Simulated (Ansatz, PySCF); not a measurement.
System: sum formula SiHF, charge 0, multiplicity 3. This is an excited triplet: at this geometry the singlet lies 1.43 eV lower at CCSD(T)/CBS(aug-cc-pV(T+d)Z,aug-cc-pV(Q+d)Z). 
Geometry from a B3LYP-D3(BJ)/def2-TZVP (Ansatz, a program for electronic structure) optimisation:
```xyz
3

Si    -0.2682    -0.3601     0.3719
H     -1.0297    -1.3680    -0.4262
F      0.5316     0.7121    -0.5311
```
Charge 0, spin multiplicity 3.

Dipole moments at this geometry, in debye (magnitudes).

```json
[
 {"level": "HF/def2-TZVPD", "program": "PySCF", "dipole (D)": "1.39"},
 {"level": "BLYP/def2-TZVPD", "program": "Ansatz", "dipole (D)": "1.06"},
 {"level": "TPSS/def2-TZVPD", "program": "PySCF", "dipole (D)": "1.04"},
 {"level": "M06-L/def2-TZVPD", "program": "PySCF", "dipole (D)": "1.07"},
 {"level": "B97M-V/def2-TZVPD", "program": "Ansatz", "dipole (D)": "1.07"},
 {"level": "r2SCANh/def2-TZVPD", "program": "Ansatz", "dipole (D)": "1.13"},
 {"level": "r2SCAN0/def2-TZVPD", "program": "Ansatz", "dipole (D)": "[?]"},
 {"level": "PW6B95/def2-TZVPD", "program": "PySCF", "dipole (D)": "1.21"},
 {"level": "HSE06/def2-TZVPD", "program": "Ansatz", "dipole (D)": "1.16"},
 {"level": "CAM-B3LYP/def2-TZVPD", "program": "Ansatz", "dipole (D)": "1.24"},
 {"level": "LC-wPBE/def2-TZVPD", "program": "Ansatz", "dipole (D)": "1.21"},
 {"level": "wB97X-V/def2-TZVPD", "program": "Ansatz", "dipole (D)": "1.16"},
 {"level": "CCSD(T)/aug-cc-pV(D+d)Z", "program": "Ansatz", "dipole (D)": "[?]"}
]
```

Task: What belongs in the gaps?

Result: 
- r2SCAN0/def2-TZVPD, dipole (D): 1.20
- CCSD(T)/aug-cc-pV(D+d)Z, dipole (D): 1.19
